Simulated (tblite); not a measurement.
H9NSi3, triplet, at a GFN2-xTB geometry (a higher spin typed on purpose: for a closed-shell molecule this is an excited state); tblite with GFN1-xTB.

Input for tblite:
```
$ tblite run mol.xyz --method gfn1 --charge 0 --spin 2 --grad --json tblite.json --no-restart

# file mol.xyz
13

Si     0.29588846     1.70251023     0.48373777
N     -0.00000000     0.00000000     0.00000000
Si    -1.65400544    -0.53010415    -0.45094223
Si     1.35811698    -1.17240608    -0.03279554
H     -1.01382701     2.33135297     0.38956111
H      0.85534829     1.52194590     1.82432035
H      1.30231079     2.10473084    -0.50017945
H     -1.95043645     0.38073295    -1.55785906
H     -1.49893954    -1.94102467    -0.77486335
H     -2.39739895    -0.20205199     0.76664074
H      0.87160691    -2.19407132     0.89578860
H      1.31856941    -1.61128638    -1.42871119
H      2.51276655    -0.39032830     0.38530224
```

Output, abridged:

```
xTB calculator
 | screened Coulomb repulsion
 | Coulomb electrostatics
 |  * isotropic Klopman-Ohno-Mataga-Nishimoto electrostatics
 |  * onsite third-order electrostatics
 | DFT-D3(BJ) dispersion correction

halogen bonding energy    0.0000000000000E+00 Eh
repulsion energy          1.0825609132935E-01 Eh
dispersion energy        -5.5060675270323E-03 Eh
number of electrons       2.6000000000000E+01 e
integral cutoff           2.8146159136829E+01 bohr

------------------------------------------------------------
  cycle        total energy    energy error   density error
------------------------------------------------------------
      1     -13.41616670208  -1.3518917E+01   4.1859136E-01
      2     -13.48377489211  -6.7608190E-02   2.1308560E-01
      3     -13.48790989387  -4.1350018E-03   1.3132438E-01
      4     -13.50111396638  -1.3204073E-02   1.4609819E-02
      5     -13.50148560587  -3.7163949E-04   4.4474243E-03
      6     -13.50153000400  -4.4398121E-05   1.3319954E-03
      7     -13.50153308406  -3.0800602E-06   1.6136546E-04
      8     -13.50153312411  -4.0050942E-08   1.8117957E-05
------------------------------------------------------------

electronic energy        -1.3604283147909E+01 Eh
total energy             -1.3501533124107E+01 Eh

Post processing:
 | Mayer-Wiberg bond orders

[Info] Tight-binding results written to 'tblite.txt'
[Info] JSON dump of results written to 'tblite.json'
```
